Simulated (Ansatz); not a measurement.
Species: H₄FSi, SMILES `[FH+][SiH3]` (charge 1, multiplicity 1), formula H₄FSi.

**Question.** How many basis functions does frozen-core CCSD(T)/cc-pVTZ // CAM-B3LYP-D3(BJ)/def2-TZVP in Ansatz (an electronic-structure program) use, how many core orbitals are frozen, and how many electrons are correlated?

**Answer.** 120 basis functions and 6 frozen orbitals, which leaves 14 correlated electrons. Core time is of the order of seconds.
